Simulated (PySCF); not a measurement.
Isomers of C6H9F2NSi, one GFN2-xTB conformer each. Single-point energies are computed at PBE0/pcSseg-1 (PySCF, gas phase, no added dispersion term), electronic only.

Question: Rank them by PBE0/pcSseg-1 energy, lowest first (kJ/mol).
A. `[CH:1]#[C:2][C@@H:3]1[CH2:4][NH:5][SiH2:6][C@H:7]([F:8])[C@H:9]1[F:10]` with C2–C3–C4–N5 -60°, C3–C4–N5–Si6 -51°, C4–N5–Si6–C7 32°, N5–Si6–C7–F8 96°
B. `[CH:1]#[C:2][SiH2:3][NH:4][CH2:5]/[CH:6]=[CH:7]/[CH:8]([F:9])[F:10]` with C2–Si3–N4–C5 168°, Si3–N4–C5–C6 -128°, N4–C5–C6–C7 6°, C6–C7–C8–F9 118°

Answer: A (0.0), B (4.3).

As drawn, the higher has two fluorines on one carbon and a C=C bond outside aromatic rings, which the lower lacks. Neighbours under 10 kJ/mol apart (C#C[C@@H]1CN[SiH2][C@H](F)[C@H]1F and C#C[SiH2]NC/C=C/C(F)F) can change places with a better method, another conformer or zero-point energy. GFN2-xTB itself gives, in the same order: 0.0, 105.1. Both levels put the same isomer lowest.

Which frontier levels, dipoles and rotational constants go with these structures?

| SMILES | HOMO (eV, PBE0/pcSseg-1) | LUMO (eV) | dipole (D) | A, B, C (MHz) |
| --- | --- | --- | --- | --- |
| C#C[C@@H]1CN[SiH2][C@H](F)[C@H]1F | -6.92 | 0.46 | 1.74 | 1274, 1086, 1080 |
| C#C[SiH2]NC/C=C/C(F)F | -7.12 | -0.30 | 1.94 | 2028, 419.0, 361.5 |
